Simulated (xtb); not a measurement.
C₄H₇ClSi, SMILES CC([SiH3])=C=CCl. All values are semi-empirical tight-binding results from xtb (GFN2-xTB unless named), good for trends rather than for accurate numbers. The structure is a stationary point at GFN2-xTB. The structure was generated by enumeration, and PubChem lists no compound with its InChIKey, so it may never have been made.

Optimised geometry:

```xyz
13

C     -1.2050     1.8918    -0.8940
C     -0.9034     0.6057    -0.1795
Si    -2.2810    -0.7004    -0.1299
C      0.2351     0.3842     0.4040
C      1.3633     0.0906     0.9689
Cl     2.6553    -0.7036     0.0967
H     -1.4668     1.6830    -1.9302
H     -0.3521     2.5667    -0.8739
H     -2.0571     2.3839    -0.4273
H     -2.6083    -1.0564    -1.5132
H     -3.4532    -0.0865     0.5020
H     -1.8226    -1.8610     0.6263
H      1.6148     0.3039     1.9944
```

Computed properties:
- orbital gap: 3.83 eV
- dipole moment: 2.57 D
- zero-point energy: 54.9 kcal/mol
- G − E(el) at 298.15 K (modified RRHO): 33.3 kcal/mol
- static polarisability (D4 model): 88.4 bohr³
- solvation energy, GFN2-xTB/ALPB(water): -1.5 kcal/mol
- solvation energy, GFN2-xTB/ALPB(benzene): -5.5 kcal/mol

Task: Give the atomic charges and the Wiberg bond orders between heavy atoms. (Estimate from the structure and the level; the computed values follow.)

Result: charges (e) C1 -0.10, C2 -0.08, Si3 0.45, C4 -0.04, C5 0.03, Cl6 -0.19, H7 0.05, H8 0.04, H9 0.04, H10 -0.09, H11 -0.09, H12 -0.09, H13 0.07. Bond orders C1–C2 1.01, C2–Si3 0.83, C2–C4 1.93, C4–C5 1.89, C5–Cl6 0.93.
